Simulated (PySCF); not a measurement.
Gas-phase thermal properties of GeBr2

Method: PySCF energies (xtb for GFN2) plus ideal-gas RRHO corrections (1 bar). 6-31G* has spherical d functions here. All species are closed-shell singlets. B3LYP is the form with VWN-RPA correlation. Br, Ge: all electrons, no relativistic terms. The harmonic model lacks anharmonicity and excited electronic states, which grow with temperature; levels with a mode under 35 cm⁻¹ are left out. Soft modes under 120 cm⁻¹ make the harmonic entropy rough for GeBr2.

```json
[
 {"level": "B3LYP/6-31G*", "point group": "C2v", "σ": "2", "ZPE (kJ/mol)": "3.9", "S°298 (J/mol/K)": "320.1", "Cp298 (J/mol/K)": "55.8", "S°1000 (J/mol/K)": "389.3", "H1000 − H298 (kJ/mol)": "40.3"},
 {"level": "GFN2-xTB", "point group": "C2v", "σ": "2", "ZPE (kJ/mol)": "3.8", "S°298 (J/mol/K)": "320.6", "Cp298 (J/mol/K)": "55.9", "S°1000 (J/mol/K)": "390.0", "H1000 − H298 (kJ/mol)": "40.4"},
 {"level": "HF/6-31G*", "point group": "C2v", "σ": "2", "ZPE (kJ/mol)": "4.2", "S°298 (J/mol/K)": "317.8", "Cp298 (J/mol/K)": "55.5", "S°1000 (J/mol/K)": "386.9", "H1000 − H298 (kJ/mol)": "40.3"},
 {"level": "PBE/def2-SVP", "point group": "C2v", "σ": "2", "ZPE (kJ/mol)": "3.9", "S°298 (J/mol/K)": "320.1", "Cp298 (J/mol/K)": "55.8", "S°1000 (J/mol/K)": "389.4", "H1000 − H298 (kJ/mol)": "40.3"},
 {"level": "PBE0/def2-TZVP", "point group": "C2v", "σ": "2", "ZPE (kJ/mol)": "4.1", "S°298 (J/mol/K)": "318.7", "Cp298 (J/mol/K)": "55.6", "S°1000 (J/mol/K)": "387.9", "H1000 − H298 (kJ/mol)": "40.3"}
]
```
σ: rotational symmetry number. Electronic degeneracy used: 1. Frequencies are unscaled.
